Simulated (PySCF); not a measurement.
**Radial density of Si⁺ (silicon, charge +1)**

PBE0, [Ne] 3s2 3p1, 2P determinant. All numbers are calculated (PySCF 2.14, no relativity, point nucleus, in def2-TZVP).

| r (bohr) | 4πr²ρ (e/bohr) | 4πr²(ρα − ρβ) |
| --- | --- | --- |
| 0.00214 | 0.09559 | 0.0000 |
| 0.00360 | 0.2607 | 0.0000 |
| 0.00606 | 0.6863 | 0.0000 |
| 0.0102 | 1.733 | 0.0000 |
| 0.0171 | 4.034 | 0.0000 |
| 0.0288 | 8.257 | 0.0002 |
| 0.0485 | 13.57 | 0.0015 |
| 0.0815 | 15.72 | 0.0078 |
| 0.137 | 11.67 | 0.0306 |
| 0.231 | 10.14 | 0.0744 |
| 0.388 | 14.32 | 0.0784 |
| 0.653 | 9.090 | 0.0009 |
| 1.10 | 2.102 | 0.1253 |
| 1.85 | 1.637 | 0.4559 |
| 3.11 | 0.5849 | 0.2578 |
| 5.22 | 0.02829 | 0.0185 |
| 8.79 | 9.196e-05 | 0.0001 |
